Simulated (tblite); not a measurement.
Species: C3H11GePS.
Bonds: C1–C2, C2–C3, C3–S4, S4–Ge5, Ge5–P6. Hydrogens: H7, H8, H9 on C1; H10, H11 on C2; H12, H13 on C3; H14, H15 on Ge5; H16, H17 on P6.

Computed with GFN2-xTB (tblite), gas phase: L-BFGS steps from a force-field or distance-geometry start until the largest atomic force falls under 0.01 eV/Å.

Step 2: E = -537.3818 eV
```
atom  x, y, z in Å  |  force x, y, z in eV/Å
C1      2.7103    1.1451    0.3633   -0.049  -0.184  -0.157
C2      1.9783   -0.0530   -0.2390   -0.153   0.235  -0.041
C3      0.5444   -0.1162    0.2699    0.186  -0.202  -0.200
S4     -0.3162   -1.5658   -0.4780   -0.061   0.037   0.237
Ge5    -2.2394   -1.2035    0.5749   -0.151   0.136  -0.114
P6     -3.2212    0.7298   -0.2437    0.143   0.258   0.026
H7      3.7270    1.1760   -0.0149    0.069   0.042   0.027
H8      2.7384    1.0664    1.4450    0.018   0.029   0.076
H9      2.2094    2.0675    0.0883   -0.021   0.084   0.020
H10     1.9684    0.0340   -1.3320   -0.010  -0.054   0.154
H11     2.4969   -0.9726    0.0243    0.015  -0.097   0.000
H12    -0.0080    0.7768   -0.0142   -0.039   0.121  -0.017
H13     0.5216   -0.2338    1.3535    0.020   0.001   0.031
H14    -3.1722   -2.3800    0.3378    0.154  -0.137   0.167
H15    -1.9737   -1.0419    2.0865   -0.049  -0.156  -0.234
H16    -3.5289    0.1327   -1.4654   -0.102  -0.022   0.193
H17    -4.4420    0.4508    0.3599    0.033  -0.091  -0.169
```

Step 3: E = -537.3915 eV
```
atom  x, y, z in Å  |  force x, y, z in eV/Å
C1      2.7095    1.1431    0.3612   -0.018  -0.070  -0.061
C2      1.9774   -0.0500   -0.2384   -0.073   0.041  -0.052
C3      0.5476   -0.1172    0.2675    0.024  -0.123  -0.106
S4     -0.3182   -1.5656   -0.4730   -0.033   0.003   0.181
Ge5    -2.2428   -1.2026    0.5724   -0.126   0.179  -0.096
P6     -3.2224    0.7345   -0.2444    0.223   0.248   0.055
H7      3.7262    1.1767   -0.0135    0.099   0.028  -0.003
H8      2.7387    1.0672    1.4432    0.012   0.015   0.087
H9      2.2103    2.0670    0.0896   -0.036   0.100   0.001
H10     1.9681    0.0327   -1.3284   -0.010  -0.029   0.042
H11     2.4958   -0.9725    0.0232    0.005  -0.059   0.002
H12    -0.0077    0.7769   -0.0138   -0.019   0.089  -0.019
H13     0.5220   -0.2338    1.3514    0.032   0.003   0.035
H14    -3.1684   -2.3820    0.3414    0.127  -0.153   0.147
H15    -1.9746   -1.0451    2.0817   -0.050  -0.144  -0.208
H16    -3.5301    0.1332   -1.4594   -0.110  -0.037   0.115
H17    -4.4384    0.4495    0.3553   -0.047  -0.091  -0.120
```

Step 4: E = -537.4073 eV
```
atom  x, y, z in Å  |  force x, y, z in eV/Å
C1      2.7080    1.1396    0.3575    0.057   0.145   0.101
C2      1.9756   -0.0466   -0.2383    0.055  -0.218  -0.029
C3      0.5517   -0.1202    0.2620   -0.224   0.065   0.110
S4     -0.3224   -1.5657   -0.4601    0.005  -0.084   0.047
Ge5    -2.2520   -1.1963    0.5656   -0.068   0.179  -0.063
P6     -3.2190    0.7492   -0.2443    0.187   0.159   0.065
H7      3.7272    1.1786   -0.0111    0.079   0.000  -0.035
H8      2.7394    1.0690    1.4414   -0.002  -0.012   0.056
H9      2.2114    2.0682    0.0919   -0.031   0.067  -0.020
H10     1.9672    0.0298   -1.3222   -0.005   0.012  -0.184
H11     2.4934   -0.9725    0.0211    0.002  -0.020   0.012
H12    -0.0070    0.7784   -0.0132    0.025   0.006  -0.022
H13     0.5237   -0.2335    1.3479    0.049   0.013   0.017
H14    -3.1585   -2.3896    0.3517    0.085  -0.145   0.102
H15    -1.9775   -1.0545    2.0680   -0.046  -0.106  -0.120
H16    -3.5350    0.1331   -1.4459   -0.078  -0.019   0.010
H17    -4.4332    0.4451    0.3443   -0.088  -0.042  -0.048
```

**Question.** Estimate the geometry and energy of step 5. (The exact step hangs on the optimiser's Hessian estimate; all steps are aligned on step 4, rigid shifts and turns removed.)

**Answer.** E = -537.4150 eV, largest force 0.291 eV/Å
```
atom  x, y, z in Å  |  force x, y, z in eV/Å
C1      2.7081    1.1396    0.3566    0.060   0.163   0.121
C2      1.9749   -0.0473   -0.2387    0.071  -0.203  -0.019
C3      0.5510   -0.1212    0.2604   -0.217   0.114   0.156
S4     -0.3249   -1.5671   -0.4515    0.014  -0.113  -0.017
Ge5    -2.2587   -1.1897    0.5604   -0.029   0.111  -0.049
P6     -3.2143    0.7606   -0.2432    0.069   0.072   0.038
H7      3.7289    1.1798   -0.0102    0.043  -0.008  -0.036
H8      2.7398    1.0698    1.4413   -0.006  -0.019   0.038
H9      2.2115    2.0699    0.0929   -0.018   0.032  -0.025
H10     1.9666    0.0282   -1.3214   -0.001   0.021  -0.226
H11     2.4921   -0.9733    0.0201    0.010  -0.025   0.022
H12    -0.0062    0.7795   -0.0133    0.024  -0.013  -0.027
H13     0.5256   -0.2331    1.3461    0.044   0.022   0.040
H14    -3.1509   -2.3965    0.3596    0.068  -0.111   0.072
H15    -1.9800   -1.0620    2.0578   -0.040  -0.074  -0.049
H16    -3.5392    0.1328   -1.4374   -0.034   0.020  -0.020
H17    -4.4312    0.4418    0.3367   -0.057   0.011  -0.017
```

The energy changes by -0.0078 eV. The first-order estimate −F·Δx gives -0.0106 eV and the mean of the old and new forces, exact on a quadratic surface, -0.0078 eV. The step makes an angle of 56° with the force vector and moves no atom by more than 0.013 Å.

What follows is the cost of the whole relaxation. Time: 1.5 s wall. Hardware: one thread, Intel Xeon Platinum 8259CL at 2.50 GHz (x86_64), no GPU, shared host with 96 logical CPUs at a one-minute load of 44.
